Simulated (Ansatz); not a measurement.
NaB, multiplicity 3 (lowest of 2S+1 = 1, 3 at CCSD(T)/def2-TZVPP on PBE0 minima; our sources give no spin for the ground state, which may be another), most abundant isotopes (11.0093 and 22.9898 u). Constants from fifth-degree fits in 1/R to seven points on the lowest solution found; no spin–orbit coupling, no relativity up to Kr; ω_e x_e and α_e move by some per cent with the fit.

Correlated levels freeze the inner cores; with def2 sets outer-core shells near the valence are correlated too.

Programs: Ansatz (a program for electronic structure). Each number belongs to the level named beside it.

```
level               r_e (Å)  ω_e (cm⁻¹)  ω_e x_e (cm⁻¹)  α_e (cm⁻¹)
------------------  -------  ----------  --------------  ----------
PBE/def2-TZVPP       2.5037       315.4            3.18     0.00498
CCSD(T)/def2-QZVPP   2.4730       344.0            3.85     0.00497
```

D_e from total energies of the atoms and the molecule: 1.06 eV at PBE/def2-TZVPP; 0.79 eV at CCSD(T)/def2-QZVPP.

Task: Derive the rotational constants, the centrifugal constant, the fundamental, the zero-point energy and the force constant, and test the Morse rule for the well depth.

Result: 
μ = 7.44436 u.
- PBE/def2-TZVPP: B_e = 16.8576/(μ r_e²) = 0.36125 cm⁻¹; B₀ = B_e − α_e/2 = 0.35876 cm⁻¹; D = 4B_e³/ω_e² = 1.90e-06 cm⁻¹; fundamental ω_e − 2ω_e x_e = 309 cm⁻¹; zero-point energy ω_e/2 − ω_e x_e/4 = 157 cm⁻¹; k = μ(2πcω_e)² = 43.6 N/m; a Morse well would hold ω_e²/(4ω_e x_e) = 0.97 eV against the computed D_e of 1.06 eV
- CCSD(T)/def2-QZVPP: B_e = 16.8576/(μ r_e²) = 0.37027 cm⁻¹; B₀ = B_e − α_e/2 = 0.36778 cm⁻¹; D = 4B_e³/ω_e² = 1.72e-06 cm⁻¹; fundamental ω_e − 2ω_e x_e = 336 cm⁻¹; zero-point energy ω_e/2 − ω_e x_e/4 = 171 cm⁻¹; k = μ(2πcω_e)² = 51.9 N/m; a Morse well would hold ω_e²/(4ω_e x_e) = 0.95 eV against the computed D_e of 0.79 eV
